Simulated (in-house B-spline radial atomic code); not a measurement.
Checks on a self-consistent run for the oxygen ion O³⁺, [He] 2s2 5g1. Method: Dirac-Hartree-Fock, average of configuration, Fermi nucleus of rms radius 2.6991 fm. Calculated with a B-spline radial code for spherical atoms.

| orbital | q | ε (Eh) | <1/r> | <r²> | small-component weight |
| --- | --- | --- | --- | --- | --- |
| 1s1/2 | 2 | -24.45050 | 7.6871 | 0.0521217 | 0.00078497 |
| 2s1/2 | 2 | -3.93426 | 1.54084 | 1.02437 | 0.00012449 |
| 5g7/2 | 0.44444 | -0.32002 | 0.160025 | 51.5517 | 8.5225e-06 |
| 5g9/2 | 0.55556 | -0.32001 | 0.160023 | 51.5531 | 8.5224e-06 |

Electron-electron repulsion V_ee = 11.5449 hartree.

(1) What total energy follows from the eigenvalues?

(2) Does the Dirac virial theorem hold?

(3) What diamagnetic shielding (Lamb formula) and susceptibility (Langevin formula) do the radii give?

## Answers

(1) The eigenvalues count the repulsion twice, so E = Σqε - V_ee = -57.090 - 11.545 = -68.634 hartree; the run printed -68.634.

(2) For a point nucleus E = -2c²Σq·w, with w the small-component weight. Here Σq·w = 0.0018274 and c = 137.0360, so the ratio E/(-2c²Σq·w) is 1.000000.

(3) σ = (α²/3)Σq<1/r> = 18.6159/(3·137.036²) = 330.44 ppm, and χ = -0.79199×10⁻⁶·Σq<r²> = -42.53×10⁻⁶ cm³/mol with Σq<r²> = 53.705 bohr². Both are non-relativistic formulas without the paramagnetism of open shells.
